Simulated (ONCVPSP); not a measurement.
**Ranking ONCV potentials for Sr (Z = 38)**

All share these settings but for the change named:

strontium (Sr), optimised norm-conserving Vanderbilt (ONCV), made with ONCVPSP 4.0.1 (BLYP, scalar-relativistic). Core [Ar] 3d10, reference 4s2 4p6 5s2. Waves: 4s+5s: rc 2.20 bohr, ncon 4, nbas 7, qcut 5.3 1/bohr, 2 projectors; 4p: rc 2.15 bohr, ncon 4, nbas 8, qcut 8.2 1/bohr, 2 projectors, debl 0.3 Ha; d scattering state at 0.05 Ha: rc 2.15 bohr, ncon 4, nbas 7, qcut 4.6 1/bohr, local. Local part: the d channel. Core correction: none.

In the p channel the program set the typed energies aside and used -0.828, 0.250 Ha.

Test errors are all-electron minus pseudo excitation energies from the reference, over 4s2 4p6 5s1; 4s2 4p6 5s0; 4s2 4p6 5s1.5; 4s2 4p6 5s0 5p1. None of these files shows a bound ghost.

The base gives 1.6 meV.

Of 5 variants that were run, those that failed, showed a ghost or another fault, or gave nearly equal values are left out.

A variant can come out equal or close to the base, since the largest error may sit in a test that the change hardly touches while other tests move.

(1) Rank these variants by their largest absolute test error, smallest first.
A. p: debl 3.35
B. p: debl 4.4
C. p: debl 2.05
D. p: debl 0.85

Results:

(1) D (1.7 meV), C (7.9 meV), A (11.0 meV), B (14.2 meV).
